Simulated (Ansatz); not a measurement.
BH₇NPSi, SMILES `BP(N)[SiH3]`. The species carries charge 0 and has multiplicity 1.

| atom | x (Å) | y (Å) | z (Å) |
| --- | --- | --- | --- |
| B1 | 1.457 | 1.255 | -0.087 |
| P2 | 0.620 | -0.335 | -0.393 |
| N3 | -0.229 | -0.349 | -1.864 |
| Si4 | -0.763 | -0.685 | 1.335 |
| H5 | 1.863 | 1.430 | 1.023 |
| H6 | 1.696 | 2.022 | -0.970 |
| H7 | -1.017 | 0.272 | -1.967 |
| H8 | -0.424 | -1.262 | -2.243 |
| H9 | 0.023 | -0.545 | 2.586 |
| H10 | -1.313 | -2.063 | 1.236 |
| H11 | -1.913 | 0.260 | 1.344 |

Q: What are the harmonic wavenumbers in cm⁻¹ at PBE0-D4/def2-TZVP (Ansatz, finite differences of forces, unscaled)? (Estimate.)

A: The calculation gave: 81, 122, 154, 229, 292, 424, 460, 473, 566, 572, 695, 754, 869, 883, 901, 919, 958, 992, 1156, 1601, 2208, 2221, 2242, 2593, 2692, 3579, 3679.

Q: Is this a minimum?

A: Yes, all 27 modes are real.

Q: Give the ideal-gas thermochemistry at 298.15 K and 1 bar (rigid rotor, harmonic oscillator; point group C1, symmetry number 1).

A: Zero-point energy 193.3 kJ/mol; H(298) − E = 215.6 kJ/mol; entropy 349.6 J/(mol·K), of which translation 165.1, rotation 110.4, vibration 74.0; G(298) − E = 111.4 kJ/mol. Modes under 100 cm⁻¹ are hindered rotations or soft bends, so the harmonic entropy is rough.

Q: And at 400, 500, 600, 800 and 1000 K?

A: 
```csv
T (K),H − E (kJ/mol),S (J/mol/K),G − E (kJ/mol)
400,228.8,387.5,73.8
500,243.7,420.7,33.4
600,260.1,450.5,-10.2
800,296.2,502.3,-105.7
1000,335.6,546.3,-210.6
```
